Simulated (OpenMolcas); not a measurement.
**Rh VIII: CASPT2 settings compared**

```
Program             : OpenMolcas
Basis               : ANO-R3 [8s6p5d3f2g1h]
Scalar Hamiltonian  : X2C, finite nucleus
Active space        : 2 electrons in 5 orbitals (4d)
State averaging     : 2S+1 = 3 even, 10 roots; 2S+1 = 1 even, 15 roots kept (CI in the orbitals of an earlier block)
Spin-orbit coupling : state interaction with AMFI integrals over the reference wave functions, term energies averaged over their components
```

Methods on the same reference wave functions:
A. CASSCF
B. SS-CASPT2, IPEA 0.1 Eh, imaginary shift 0.15 Eh (closed shells correlated: none)
C. XMS-CASPT2, IPEA 0.2 Eh, imaginary shift 0.5 Eh (closed shells correlated: 3d 4s 4p)
D. XMS-CASPT2, IPEA 0.5 Eh, imaginary shift 0.4 Eh (closed shells correlated: 4s 4p)

Energies in cm⁻¹ above 4d² ³F₂.

```tsv
Level	A	B	C	D
4d² ³F₂	0.0	0.0	0.0	0.0
4d² ³F₃	3302	3370	3380	3380
4d² ³F₄	6915	6970	6960	6960
4d² ¹D₂ [68 %]	17853	15690	15240	15350
4d² ³P₀	18664	16820	15990	16320
4d² ³P₁	20115	18390	17510	17850
4d² ³P₂ [70 %]	23788	21890	21170	21420
4d² ¹G₄	27197	25960	24320	24510
4d² ¹S₀	62023	52150	54340	54320
```

Among B to D the level of the table that moves most is 4d² ¹S₀, by 2200 cm-1 (lowest in B, highest in C). Moves below CASPT2's spread within the term are not significant.

From A to B the spin-free energies of the other terms of 4d² shown, above ³F, scale by factors of 0.82 to 0.94, as is usual when dynamic correlation screens the repulsion within a d or f shell.

The lowest spin-free term lies below A's lowest term by 0.006 hartree in B, 0.435 hartree in C, 0.312 hartree in D.

CASPT2 breaks the degeneracy within a term, and the mean is taken; among the terms shown or strongly mixed into the levels shown the widest spread is 2200 cm-1 (4d² ³F, D). Terms from blocks run as CI alone lack orbitals of their own. Without dynamic correlation excited terms often stand tens of per cent too high (terms of higher spin than the ground term too low), and those without a measured partner can miss by more than the paired ones (holds for A). Only configurations of the active space appear.

A share in square brackets marks a mixed level and gives the weight of the term that names it, the lowest over the columns.
